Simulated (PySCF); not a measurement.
**Diatomic cations of Ge with the second period**

CCSD(T) with double-zeta basis sets in PySCF, for the lowest determinant that a PBE0 search found; no spin–orbit coupling. De refers to high-spin ground-configuration atoms (the charge goes to the atom of lower measured ionisation energy or higher electron affinity, which is not always the lowest computed limit).

```
 M               basis  reference, frozen orbitals  charged atom  state (unpaired electrons)  Re (Å)  ωe (cm⁻¹)  De (eV)
Li       jorge-DZP-DKH                      UHF, 9           Li+          triplet (σ ↑, π ↑)   2.828        256     0.94
Be             pcseg-1                      UHF, 9           Ge+               doublet (π ↑)   2.444        357     1.32
 B          x2c-SVPall                     UHF, 10           Ge+          triplet (σ ↑, π ↑)   2.200        445     2.09
 C           def2-SVPD                     UHF, 10           Ge+         quartet (σ ↑, π ↑↑)   1.921        693     2.93
 N          6-31G(d,p)                     UHF, 10           Ge+              triplet (π ↑↑)   1.937        586     1.46
 O            def2-SVP                     UHF, 10           Ge+               doublet (π ↑)   1.788        728     3.30
 F  cc-pVDZ-PP/cc-pVDZ                      RHF, 5           Ge+      singlet (closed shell)   1.712        789     5.07
```

**Question.** By what factor does the well depth vary along the series?

**Answer.** At CCSD(T) it runs from 0.94 eV (LiGe⁺) to 5.07 eV (GeF⁺), a factor of 5.39.

The rows differ in basis set, which adds steps of its own.

The state changes along the series, so neighbouring rows are not always alike in their bonding.

Correlated steps freeze the inner cores (5 to 10 orbitals); shallow outer-core shells are correlated. Correlated levels converge slowly with the basis: in double zeta they bind strong bonds too weakly, by up to about 1 eV, and carry superposition errors of some tenths. Spin–orbit coupling is left out. For an ion De counts to the pair picked by the measured ionisation energies or electron affinities, which need not be the lowest pair at this level. Where the molecule has an RHF reference, its open-shell atoms are computed with UHF. States were picked by a PBE0 search and need not be the measured ground states.
